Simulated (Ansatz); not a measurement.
Start from `FBOC(F)(F)F` and change one atom or group to get `[F][SnH]([Cl])[O]C(F)(F)F`.

Ansatz, PBE0-D4/def2-TZVP geometries, multiplicity 1. Each molecule was computed in one conformer, which needn't be the lowest.

Elements past krypton have def2 core potentials.

| property | `FBOC(F)(F)F` |
| --- | --- |
| HOMO energy (ωB97M-V/def2-TZVPP) / eV | -13.21 |
| HOMO energy (PBE/def2-TZVPP) / eV | -9.05 |
| LUMO energy (ωB97M-V/def2-TZVPP) / eV | 1.41 |
| HOMO–LUMO gap (ωB97M-V/def2-TZVPP) / eV | 14.62 |
| HOMO–LUMO gap (PBE0/def2-TZVPP) / eV | 10.22 |
| LUMO energy (B3LYP/def2-TZVPP) / eV | -0.87 |

**Question.** What does the change do to each property? (Estimate.)

**Answer.** Computed: 
```tsv
property	`[F][SnH]([Cl])[O]C(F)(F)F`	shift
HOMO energy (ωB97M-V/def2-TZVPP) / eV	-12.32	0.89
HOMO energy (PBE/def2-TZVPP) / eV	-8.48	0.57
LUMO energy (ωB97M-V/def2-TZVPP) / eV	-0.21	-1.62
HOMO–LUMO gap (ωB97M-V/def2-TZVPP) / eV	12.10	-2.52
HOMO–LUMO gap (PBE0/def2-TZVPP) / eV	7.73	-2.49
LUMO energy (B3LYP/def2-TZVPP) / eV	-2.65	-1.78
```

With PBE0 the HOMO rises by 0.78 eV and the LUMO falls by 1.72 eV, so the gap narrows by about 2.50 eV. PBE moves the HOMO by 0.57 eV and ωB97M-V by 0.89 eV.

B3LYP here is the variant with VWN-RPA as its local correlation; programs differ in this.
